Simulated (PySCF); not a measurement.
Dipole response of F³⁺ (fluorine, charge +3)

[He] 2s2 2p2, high-spin 3P determinant. Calculation: PySCF 2.14, in aug-cc-pVTZ (5s4p3d2f, 46 functions); no relativity, point nucleus. Coupled (time-dependent) response in atomic units; α is the mean over directions.

| method | mean α (bohr³) | α xx, yy, zz | C₆ (like pair) | S(−4) |
| --- | --- | --- | --- | --- |
| UHF | 0.9768 | 1.069, 0.9307, 0.9307 | 0.8699 | 1.327 |
| PBE | 0.9401 | 1.038, 0.8911, 0.8911 | 0.8518 | 1.051 |
| PBE0 | 0.9431 | 1.041, 0.8941, 0.8941 | 0.8513 | 1.083 |
| wB97X-V | 0.9249 | 1.027, 0.8738, 0.8738 | 0.8441 | 0.9594 |
| r2SCAN0 | 0.9648 | 1.061, 0.9166, 0.9166 | 0.8843 | 1.152 |

S(−4) is the Cauchy moment in α(ω) = α(0) + S(−4) ω² + …

α(iu) at wB97X-V:

```
u (hartree)  α(iu) (bohr³)
          0         0.9249
     0.0500         0.9225
      0.100         0.9155
      0.200         0.8889
      0.300         0.8497
      0.500         0.7534
      0.750         0.6354
       1.00         0.5385
       1.50         0.4021
       2.00         0.3130
       3.00         0.2043
       5.00         0.1045
```

For an ion, C₆ is the dispersion term alone; charge-induced terms of lower order in 1/R come first.

The components differ because the open shell of this determinant is not spherical; for a pure term their mean is the scalar polarisability.
